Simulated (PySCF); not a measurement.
**GeF₄ + CF₂ → GeF₂ + CF₄**

Level: PBE in the def2-TZVP basis family, all electrons, no relativity, computed in PySCF with density fitting; open shells unrestricted.

| species | state and structure | E (Eh) | ZPE (kJ/mol) | H(298 K) − H(0) (kJ/mol) | S° (J/(mol K)) |
| --- | --- | --- | --- | --- | --- |
| GeF₄ | singlet, Td, Ge–F 1.716 Å (×4) | -2476.02449 | 24.3 | 17.8 | 306.4 |
| CF₂ | singlet, C2v, C–F 1.318 Å (×2); F–C–F 104.6° | -237.57582 | 17.2 | 10.4 | 241.4 |
| GeF₂ | singlet, C2v, Ge–F 1.772 Å (×2); F–Ge–F 97.8° | -2276.36612 | 9.1 | 12.0 | 272.7 |
| CF₄ | singlet, Td, C–F 1.337 Å (×4) | -437.27681 | 42.4 | 13.0 | 263.3 |

(1) What is the electronic reaction energy?

(2) Add zero-point, thermal and entropy terms for 298.15 K and 1 bar.

Answers

(1) At PBE/def2-TZVP, ΔE = -111.9 kJ/mol from the differences of the total energies times 2625.5, downhill. Both ends count: the low oxidation state of carbon is very reactive, and germanium holds its high one more weakly.

(2) ΔZPE = 10.0 and Δ[H(298) − H(0)] = -3.2 kJ/mol give ΔH° = -105.1 kJ/mol. ΔS° = -11.8 J/(mol K), so ΔG° = -105.1 − 298.15 × (-0.0118) = -102 kJ/mol and log₁₀K = 17.8.

The structures come from searches over a few start shapes, so lower isomers are not excluded.
